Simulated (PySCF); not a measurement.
A side-by-side comparison of computed properties.

First species: C7H10OSSi.
Structure used (GFN2-xTB), in Å, numbered top down from 1:
```xyz
20
C7H10OSSi angstrom
C     -1.5721    1.0924    0.9226
C     -1.8508    0.4448   -0.4283
C     -2.6404   -0.8651   -0.2955
S     -1.4220   -2.1361   -0.8260
Si    -0.3275   -0.3389   -1.2908
C      1.3229   -0.2124   -0.4374
C      1.8611   -0.8019    0.6767
C      3.1737   -0.3007    0.8041
C      3.3445    0.5568   -0.2406
O      2.2391    0.6175   -0.9930
H     -0.9675    1.9881    0.7957
H     -1.0327    0.4063    1.5729
H     -2.5036    1.3727    1.4134
H     -2.3980    1.1555   -1.0517
H     -3.5024   -0.9194   -0.9569
H     -2.9584   -1.0826    0.7218
H     -0.2143   -0.0679   -2.7217
H      1.3741   -1.5140    1.3114
H      3.8897   -0.5437    1.5621
H      4.1793    1.1591   -0.5418
```

Second species: C7H10OSSi.
Geometry (GFN2-xTB, Å), atoms numbered from 1 in this order:
```xyz
20
C7H10OSSi angstrom
C     -3.6071    0.2689    0.4989
O     -2.6844   -0.7663    0.2606
C     -1.4154   -0.4361   -0.1030
C     -0.9289    0.8625   -0.2099
C      0.3836    1.0784   -0.5948
C      1.2176    0.0108   -0.8716
S      2.8974    0.3055   -1.3990
Si     3.8389    0.1993    0.5222
C      0.7393   -1.2878   -0.7656
C     -0.5652   -1.5088   -0.3821
H     -4.5511   -0.2242    0.7254
H     -3.7341    0.9048   -0.3831
H     -3.3086    0.8858    1.3527
H     -1.5578    1.7135   -0.0005
H      0.7607    2.0860   -0.6842
H      3.5803   -1.1209    1.0842
H      5.2378    0.4309    0.2137
H      3.2581    1.2358    1.3681
H      1.3916   -2.1180   -0.9906
H     -0.9579   -2.5095   -0.2954
```

Levels: PBE0/pcSseg-1 for dipole moment, HOMO energy, LUMO energy and HOMO–LUMO gap; GFN2-xTB for rotational constant A and rotational constant C. Geometries: GFN2-xTB. Each structure is a single optimised conformer of the isolated species, non-relativistic unless stated. Electronic properties by PySCF.

Dipoles, sizes and rotational constants follow the conformer. The torsions of the flexible species, by atom-mapped SMILES:
- `[CH3:1][C@@H:2]1[CH2:3][S:4][Si@@H:5]1[c:6]1[cH:7][cH:8][cH:9][o:10]1`: S4–Si5–C6–C7 -21°
- `[CH3:1][O:2][c:3]1[cH:4][cH:5][c:6]([S:7][SiH3:8])[cH:9][cH:10]1`: C1–O2–C3–C4 3°, C5–C6–S7–Si8 94°

```csv
property,column X,column Y
dipole moment,2.71 D,2.36 D
HOMO energy,-6.51 eV,-6.68 eV
LUMO energy,-0.43 eV,-0.77 eV
HOMO–LUMO gap,6.08 eV,5.91 eV
rotational constant A,2.749 GHz,1.954 GHz
rotational constant C,0.432 GHz,0.572 GHz
```

(1) Which column belongs to which species?

(2) How does each property change from the first species to the second?

Answers

(1) Column X is the second species and column Y the first. The first has 20 atoms and 90 electrons, the second 20 and 90.

(2) dipole moment +0.35 D; HOMO energy +0.17 eV; LUMO energy +0.34 eV; HOMO–LUMO gap +0.17 eV; rotational constant A +0.795 GHz; rotational constant C -0.140 GHz.

On the first: A dipole of 2.36 D is allowed in C1, and pure rotational transitions are dipole-allowed. The dipole matches unit charges of opposite sign 0.49 Å apart (1 e·Å = 4.8032 D).

On the second: The dipole matches unit charges of opposite sign 0.56 Å apart (1 e·Å = 4.8032 D). A dipole of 2.71 D is allowed in C1, and pure rotational transitions are dipole-allowed.
